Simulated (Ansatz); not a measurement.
Nudged elastic band run: ClGaH3N

Input:

```yaml
crystal:
  periodic: [false, false, false]
  atoms:
    - { symbol: Ga, position_ang: [0.653326, 0.042938, 0.026084] }
    - { symbol: "N", position_ang: [0.949594, -0.02596, 1.813591] }
    - { symbol: H, position_ang: [0.201625, -0.120393, 2.502891] }
    - { symbol: H, position_ang: [1.875248, 0.003916, 2.243483] }
    - { symbol: H, position_ang: [1.747508, 0.182278, -1.074802] }
    - { symbol: Cl, position_ang: [-1.444102, -0.082781, -0.523547] }
basis:
  gaussian: { orbitals: def2-SVP }
hamiltonian:
  xc: pbe
neb:
  order_check: false
  images: 7
  f_tol: 0.03
  max_iterations: 60
  final_atoms:
    - { symbol: Ga, position_ang: [0.26062376, -1.10832275, -0.65107833] }
    - { symbol: "N", position_ang: [1.292137, 0.13706913, 1.14755077] }
    - { symbol: H, position_ang: [0.42221506, 0.59342606, 1.4674344] }
    - { symbol: H, position_ang: [1.68100959, -0.39901168, 1.93552815] }
    - { symbol: H, position_ang: [1.97495757, 0.86920259, 0.9086392] }
    - { symbol: Cl, position_ang: [-1.64774399, -0.09236535, 0.17962582] }
  initial_path:
    images:
      - { positions_ang: [[0.653326, 0.042938, 0.026084], [0.949594, -0.02596, 1.813591], [0.201625, -0.120393, 2.502891], [1.875248, 0.003916, 2.243483], [1.747508, 0.182278, -1.074802], [-1.444102, -0.082781, -0.523547]] }
      - { positions_ang: [[0.49047016, 0.03437583, 0.01919533], [1.05879656, -0.02157903, 1.7644706], [0.2781049, -0.16082173, 2.41286625], [1.97212155, 0.06698982, 2.2204586], [1.75061432, 0.13738491, -0.75517582], [-1.56690848, -0.0563518, -0.67411497]] }
      - { positions_ang: [[0.32761432, 0.02581366, 0.01230665], [1.16799911, -0.01719806, 1.71535021], [0.3545848, -0.20125045, 2.32284151], [2.06899509, 0.13006364, 2.1974342], [1.75372064, 0.09249181, -0.43554964], [-1.68971496, -0.0299226, -0.82468293]] }
      - { positions_ang: [[0.16475848, 0.01725149, 0.00541798], [1.27720167, -0.01281709, 1.66622981], [0.4310647, -0.24167918, 2.23281676], [2.16586864, 0.19313746, 2.1744098], [1.75682696, 0.04759872, -0.11592346], [-1.81252144, -0.0034934, -0.9752509]] }
      - { positions_ang: [[0.00190264, 0.00868932, -0.00147069], [1.38640422, -0.00843612, 1.61710942], [0.5075446, -0.28210791, 2.14279202], [2.26274218, 0.25621128, 2.15138541], [1.75993328, 0.00270563, 0.20370272], [-1.93532793, 0.0229358, -1.12581887]] }
      - { positions_ang: [[0.06658292, -0.2705637, -0.1638726], [1.36283742, 0.02794019, 1.49971975], [0.48621221, -0.06322442, 1.97395261], [2.11730904, 0.09240554, 2.09742109], [1.81368936, 0.21932987, 0.37993684], [-1.86343194, -0.00588949, -0.7994577]] }
      - { positions_ang: [[0.1312632, -0.54981671, -0.32627451], [1.33927061, 0.06431651, 1.38233009], [0.46487983, 0.15565908, 1.80511321], [1.97187589, -0.0714002, 2.04345678], [1.86744543, 0.43595411, 0.55617096], [-1.79153596, -0.03471478, -0.47309652]] }
      - { positions_ang: [[0.19594348, -0.82906973, -0.48867642], [1.31570381, 0.10069282, 1.26494043], [0.44354744, 0.37454257, 1.6362738], [1.82644274, -0.23520594, 1.98949246], [1.9212015, 0.65257835, 0.73240508], [-1.71963997, -0.06354006, -0.14673535]] }
      - { positions_ang: [[0.26062376, -1.10832275, -0.65107833], [1.292137, 0.13706913, 1.14755077], [0.42221506, 0.59342606, 1.4674344], [1.68100959, -0.39901168, 1.93552815], [1.97495757, 0.86920259, 0.9086392], [-1.64774399, -0.09236535, 0.17962582]] }
```

Run as:

```bash
$ ansatz run input.yaml --threads 1 --pin off --max-ram 2048MiB --backend cpu --events-out ev --progress --plain --runs-dir out
```

Output, in part (warnings, iteration lines, the closing report on the highest movable image, with atoms numbered from 0):

```
NEB end point (image 0): max|allowed force component| = 1.702e-2 eV/Å (the criterion of neb.relax_end_points is 1.000e-2)
NEB end point (image 8): max|allowed force component| = 1.352e-2 eV/Å (the criterion of neb.relax_end_points is 1.000e-2)
NEB iter   1: max|band force component| = 5.347e0 eV/Å  barrier→ = 4.1092 eV  barrier← = 4.4296 eV  Δτ_max = 0.2000 Å  (247 SCF iters)
NEB iter   2: max|band force component| = 2.383e0 eV/Å  barrier→ = 3.1606 eV  barrier← = 3.4810 eV  Δτ_max = 0.2000 Å  (224 SCF iters)
NEB iter   3: max|band force component| = 4.875e0 eV/Å  barrier→ = 2.7235 eV  barrier← = 3.0438 eV  Δτ_max = 0.1014 Å  (217 SCF iters)
NEB iter   4: max|band force component| = 1.938e0 eV/Å  barrier→ = 2.5289 eV  barrier← = 2.8493 eV  Δτ_max = 0.2000 Å  (198 SCF iters)
NEB iter   5: max|band force component| = 3.325e0 eV/Å  barrier→ = 2.1883 eV  barrier← = 2.5087 eV  Δτ_max = 0.0994 Å  (208 SCF iters)
NEB iter   6: max|band force component| = 2.368e0 eV/Å  barrier→ = 1.9339 eV  barrier← = 2.2543 eV  Δτ_max = 0.1002 Å  (197 SCF iters)
NEB iter   7: max|band force component| = 1.393e0 eV/Å  barrier→ = 1.5945 eV  barrier← = 1.9149 eV  Δτ_max = 0.1017 Å  (192 SCF iters)
NEB iter   8: max|band force component| = 7.233e-1 eV/Å  barrier→ = 1.7235 eV  barrier← = 2.0439 eV  Δτ_max = 0.0999 Å  (195 SCF iters)
NEB iter   9: max|band force component| = 1.336e0 eV/Å  barrier→ = 1.8554 eV  barrier← = 2.1758 eV  Δτ_max = 0.0499 Å  (193 SCF iters)
NEB iter  10: max|band force component| = 1.014e0 eV/Å  barrier→ = 1.9050 eV  barrier← = 2.2254 eV  Δτ_max = 0.0502 Å  (193 SCF iters)
NEB iter  11: max|band force component| = 1.043e0 eV/Å  barrier→ = 1.9322 eV  barrier← = 2.2526 eV  CI = image 2  Δτ_max = 0.1007 Å  (195 SCF iters)
NEB iter  12: max|band force component| = 6.668e-1 eV/Å  barrier→ = 2.0806 eV  barrier← = 2.4010 eV  CI = image 2  Δτ_max = 0.2000 Å  (194 SCF iters)
NEB iter  13: max|band force component| = 4.875e-1 eV/Å  barrier→ = 2.1158 eV  barrier← = 2.4361 eV  CI = image 2  Δτ_max = 0.2000 Å  (214 SCF iters)
NEB iter  14: max|band force component| = 2.371e-1 eV/Å  barrier→ = 2.1251 eV  barrier← = 2.4455 eV  CI = image 2  Δτ_max = 0.2000 Å  (208 SCF iters)
NEB iter  15: max|band force component| = 3.551e-1 eV/Å  barrier→ = 2.1178 eV  barrier← = 2.4382 eV  CI = image 2  Δτ_max = 0.1005 Å  (194 SCF iters)
NEB iter  16: max|band force component| = 3.974e-1 eV/Å  barrier→ = 2.1156 eV  barrier← = 2.4360 eV  CI = image 2  Δτ_max = 0.0501 Å  (195 SCF iters)
NEB iter  17: max|band force component| = 2.153e-1 eV/Å  barrier→ = 2.1153 eV  barrier← = 2.4357 eV  CI = image 2  Δτ_max = 0.1003 Å  (188 SCF iters)
NEB iter  18: max|band force component| = 1.181e-1 eV/Å  barrier→ = 2.1151 eV  barrier← = 2.4355 eV  CI = image 2  Δτ_max = 0.1005 Å  (197 SCF iters)
NEB iter  19: max|band force component| = 1.154e-1 eV/Å  barrier→ = 2.1151 eV  barrier← = 2.4355 eV  CI = image 2  Δτ_max = 0.0501 Å  (186 SCF iters)
NEB iter  20: max|band force component| = 7.856e-2 eV/Å  barrier→ = 2.1151 eV  barrier← = 2.4355 eV  CI = image 2  Δτ_max = 0.0504 Å  (174 SCF iters)
NEB iter  21: max|band force component| = 4.159e-2 eV/Å  barrier→ = 2.1151 eV  barrier← = 2.4355 eV  CI = image 2  Δτ_max = 0.1008 Å  (154 SCF iters)
NEB iter  22: max|band force component| = 6.269e-2 eV/Å  barrier→ = 2.1151 eV  barrier← = 2.4355 eV  CI = image 2  Δτ_max = 0.0401 Å  (172 SCF iters)
NEB iter  23: max|band force component| = 5.377e-2 eV/Å  barrier→ = 2.1151 eV  barrier← = 2.4355 eV  CI = image 2  Δτ_max = 0.0333 Å  (156 SCF iters)
NEB iter  24: max|band force component| = 6.041e-3 eV/Å  barrier→ = 2.1151 eV  barrier← = 2.4355 eV  CI = image 2  Δτ_max = 0.0000 Å  (358 SCF iters)
Total energy: -66412.57233891 eV, -2440.6170173966 hartree
Atom 0 at     0.430679     0.486287    -0.296874 Å, force     0.000029    -0.000012    -0.000018 eV/Å
Atom 1 at     1.015646    -0.051554     1.530773 Å, force    -0.000052    -0.000009    -0.000036 eV/Å
Atom 2 at     0.631813    -0.633105     2.299692 Å, force     0.000037     0.000024     0.000021 eV/Å
Atom 3 at     1.796118     0.510954     1.903652 Å, force     0.000036    -0.000029     0.000039 eV/Å
Atom 4 at     1.813266    -0.349939     0.130385 Å, force    -0.000010     0.000032     0.000011 eV/Å
Atom 5 at    -1.704325     0.037356    -0.579927 Å, force    -0.000040    -0.000005    -0.000016 eV/Å
Dipole moment:     0.456190     0.016954     0.460299 e Å
```

It converged. The profile has 2 maxima (images 2, 6) with wells between them (image 4): this band takes more than one step, which may be the mechanism or a detour left from its start path. Neighbouring images differ by up to 2.3 eV, so the band resolves the path poorly. A vibrational analysis at the climbing image gives one clearly imaginary mode, 1164i cm⁻¹: a first-order saddle point. The orbitals stay closed-shell, which can raise the energy where a bond breaks towards radicals; this wasn't checked here.

Final band (atoms are numbered from 1 in the order of the input):

```tsv
image	path coordinate (Å)	energy (kcal/mol)	Ga1–N2 (Å)	Ga1–H5 (Å)	N2–H5 (Å)
0	0.00	0.0	1.81	1.56	3.00
1	0.94	13.7	1.82	1.55	2.47
2	1.88	48.8	1.99	1.67	1.64
3	2.86	-3.6	2.37	2.56	1.03
4	3.84	-7.4	2.42	3.06	1.03
5	4.82	3.5	3.25	2.85	1.03
6	5.79	6.4	3.46	3.03	1.03
7	6.77	0.1	2.89	2.95	1.03
8	7.75	-7.4	2.42	3.05	1.03
```

Time of the run: 5.8 min on 1 thread of Arm Neoverse V1, on a shared host, peak memory 0.15 GiB.
